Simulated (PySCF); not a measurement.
Telling isomers of C$_{4}$H$_{8}$O$_{3}$Si$_{2}$ apart by NMR

PySCF 2.14.0 with density-fitted response routines calculation with coordinates at the GFN2-xTB level and shieldings: GIAO PBE0/pcSseg-1; relativity neglected, one averaged value for each set of equivalent atoms, in vacuum, one conformer.

Referencing at the same level of theory: 1H (σref 31.72), 13C (σref 186.93) vs TMS. Where no couplings were computed, multiplicities follow the n + 1 count of equivalent neighbours, and m marks all less simple cases (inequivalent or close neighbours, rings, F or P nearby). Shifts are as computed. Against solution values, carbons near 30 ppm lie about +3 ppm off and those near 130 ppm about +5 ppm. Of 1309 compounds with measured shifts, 239 miss one by over three times the rms of a fit or turn the order of signals round; such compounds aren't used in these exercises. OH and NH positions are gas-phase values without hydrogen bonding to other molecules.

(1) Tabulate the signals of `C=C[C@@H]1[SiH2]O[SiH2]OC1=O`, `C#C[Si](O)(O)O[SiH2]C=C`, `O=C=C(C=O)[C@@H]([SiH3])O[SiH3]` and their relative energies.

(2) What is the quickest way to tell C=C[C@@H]1[SiH2]O[SiH2]OC1=O from O=C=C(C=O)[C@@H]([SiH3])O[SiH3]?

(3) What is the quickest way to tell C=C[C@@H]1[SiH2]O[SiH2]OC1=O from C#C[Si](O)(O)O[SiH2]C=C?

(4) What is the quickest way to tell C#C[Si](O)(O)O[SiH2]C=C from O=C=C(C=O)[C@@H]([SiH3])O[SiH3]?

Results:

(1) 
```json
{"SMILES": "C=C[C@@H]1[SiH2]O[SiH2]OC1=O", "carbon types": "1×C 2×CH 1×CH2", "δC": "173.3, 138.5, 121.5, 51.5", "δH": "6.65 (m, 1H), 5.44 (m, 1H), 5.34 (m, 1H), 5.16 (m, 1H), 5.16 (m, 1H), 5.09 (m, 1H), 4.95 (m, 1H), 3.44 (m, 1H)", "E rel. (kcal/mol)": "0.0"}
{"SMILES": "C#C[Si](O)(O)O[SiH2]C=C", "carbon types": "1×C 2×CH 1×CH2", "δC": "146.3, 141.9, 95.6, 88.1", "δH": "6.60 (m, 1H), 6.48 (m, 1H), 5.96 (m, 1H), 5.41 (d, 2H), 2.24 (br s, 2H), 1.60 (s, 1H)", "E rel. (kcal/mol)": "4.4"}
{"SMILES": "O=C=C(C=O)[C@@H]([SiH3])O[SiH3]", "carbon types": "2×C 2×CH", "δC": "205.9, 186.0, 64.0, 62.7", "δH": "9.86 (s, 1H), 4.95 (s, 3H), 4.41 (q, 1H), 3.97 (d, 3H)", "E rel. (kcal/mol)": "88.4"}
```

Energies are electronic energies at PBE0/pcSseg-1 on these geometries, without zero-point or thermal terms, each for the one conformer computed, which needn't be the lowest.

(2) Both give the same number of carbon signals, but DEPT or the intensities differ. The first has a terminal =CH2 carbon at 121.5 ppm, the second a terminal carbon of a ketene (C) at 64.0 ppm. Their most deshielded carbons lie at 173.3 and 205.9 ppm. In the proton spectra the most deshielded non-exchanging signals are 6.65 (m, 1H) and 9.86 (s, 1H).

(3) Both give the same number of carbon signals, with the same numbers of each carbon type, so the positions decide. The first has a carbonyl carbon (C) at 173.3 ppm, the second an alkyne carbon (C) at 88.1 ppm. Their most deshielded carbons lie at 173.3 and 146.3 ppm.

(4) Both give the same number of carbon signals, but DEPT or the intensities differ. The first has a terminal =CH2 carbon at 141.9 ppm, the second a central carbon of a ketene (C) at 205.9 ppm. Their most deshielded carbons lie at 146.3 and 205.9 ppm. In the proton spectra the most deshielded non-exchanging signals are 6.60 (m, 1H) and 9.86 (s, 1H).
